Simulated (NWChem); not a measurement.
[CH3][GeH2][F] (CH₅FGe), optimised at PBE-D3(BJ)/def2-SVP with NWChem:

```
Property                           Result
---------------------------------  ------
highest occupied level (eV)         -7.46
orbital gap (eV)                     7.14
dipole (D)                           2.31
highest harmonic frequency (cm⁻¹)    3106
zero-point energy (kcal/mol)         33.1
```

**Question.** One F atom is replaced by Cl, giving [CH3][GeH2][Cl] (CH₅ClGe), optimised at the same level. How do these values move?

**Answer.** 
| quantity | new value | change |
|---|---|---|
| highest occupied level (eV) | -6.91 | +0.55 |
| orbital gap (eV) | 6.24 | -0.90 |
| dipole (D) | 2.32 | +0.01 |
| highest harmonic frequency (cm⁻¹) | 3109 | +3 |
| zero-point energy (kcal/mol) | 32.6 | -0.5 |
